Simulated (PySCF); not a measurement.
Compound: C5H12ClNSi.
Structure used (PBE0-D3(BJ)/def2-SVP), in Å, numbered top down from 1:
```xyz
20
C5H12ClNSi angstrom
C      0.7545   -2.4079   -4.9249
N      0.2375   -1.4835   -5.9090
Si     1.1060   -1.1247   -7.3456
Cl     0.5922   -2.3448   -8.9708
C     -1.1626   -1.1883   -5.7398
C     -2.2238   -2.2938   -5.9573
C     -3.1567   -1.1973   -6.5028
C     -1.9102   -0.3375   -6.7804
H      0.2524   -3.3926   -4.9673
H      0.6158   -2.0075   -3.9041
H      1.8312   -2.5739   -5.0734
H      2.5439   -1.3721   -7.0614
H      0.8509    0.2633   -7.8076
H     -1.3150   -0.7442   -4.7362
H     -2.5533   -2.8876   -5.0916
H     -1.8950   -2.9720   -6.7605
H     -3.8006   -1.4497   -7.3569
H     -3.7840   -0.7625   -5.7096
H     -1.9556    0.7508   -6.6279
H     -1.5392   -0.5358   -7.7990
```

Linear response at CAM-B3LYP/def2-SVPD (PySCF, frozen core in the response, non-relativistic).

Static isotropic polarisability: 103.93 au (15.40 Å³), principal values 94.8, 105.0, 112.0 au.

(1) What is the polarisability at 1064 nm and at the sodium D line?

(2) What is the isotropic C6 coefficient between two such molecules, C6 = (3/π)∫α(iω)² dω?

(3) Which effective excitation energy ω̄ makes London's formula C6 = (3/4)α²ω̄ exact here?

(4) What molar refraction at the D line follows from R = (4π/3)·N_A·α′, with α′ the polarisability volume?

(5) What three-body coefficient follows from the one-pole estimate C9 = (3/4)·α·C6?

(6) How many electrons N does the Slater–Kirkwood formula C6 = (3/4)·√N·α^(3/2) need to give this C6?

(7) What does −C6/R⁶ come to at R = 12 Å between centres?

(8) How anisotropic is the static polarisability, by Δα² = ½[(α1 − α2)² + (α2 − α3)² + (α3 − α1)²]?

(9) The lowest 6 singlets have (eV, f): 6.31, 0.037; 6.65, 0.065; 6.91, 0.008; 7.15, 0.010; 7.17, 0.005; 7.40, 0.012. What share of the static polarisability do they carry in the sum over states α = Σ f/ω²?

## Answers

(1) 104.73 au at 1064 nm (+0.8 %), 106.60 au at 589.3 nm (+2.6 %). The rise at 589.3 nm is 3.35 times that at 1064 nm; a pure ω² law gives 3.26. The lowest singlet lies at 197 nm, shorter than both wavelengths.

(2) 4505 au (Eh·bohr⁶) by a ten-point quadrature over imaginary frequencies, which is 2690 eV·Å⁶ or 260 J·nm⁶/mol.

(3) ω̄ = 4·C6/(3α²) = 0.556 Eh = 15.1 eV. A one-pole form α(ω) = α/(1 − ω²/ω̄²) fitted to the 1064 nm value gives 13.3 eV.

(4) α′ = 15.80 Å³ gives R = 39.85 cm³/mol, for isolated, non-vibrating species.

(5) 351000 au. This is an estimate from the two numbers above, not a computed integral.

(6) N = (4·C6/3)²/α³ = 32.1; the species has 80 electrons in all.

(7) -87 J/mol. This is the leading, orientation-averaged term; C8 and higher terms are left out.

(8) Δα = 15.0 au, or 0.14 of the isotropic value.

(9) 2.29 au, 2.2 % of α; the largest term, 1.09 au, is that of the state at 6.65 eV. Their oscillator strengths add up to 0.14. Higher states carry the rest.

The run took about 1.7 min of CPU time (one thread, shared machine). This is the whole response run at CAM-B3LYP/def2-SVPD, SCF included.

One conformer stands for the species.
